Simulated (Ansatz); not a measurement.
Problem. Name a neutral molecule of C, N, P, Si and H with LUMO energy (ωB97M-V/def2-TZVPP) between 1.65 and 1.95 eV and HOMO energy (PBE0/def2-TZVPP) between -7.20 and -6.90 eV (Ansatz, PBE0-D4/def2-TZVP geometry).

Solution. `NC[SiH2]P` (1.94 eV, -6.97 eV); `CCN([SiH3])P` (1.83 eV, -7.09 eV). Other molecules can fit too; these were computed, each in one conformer that needn't be the lowest.
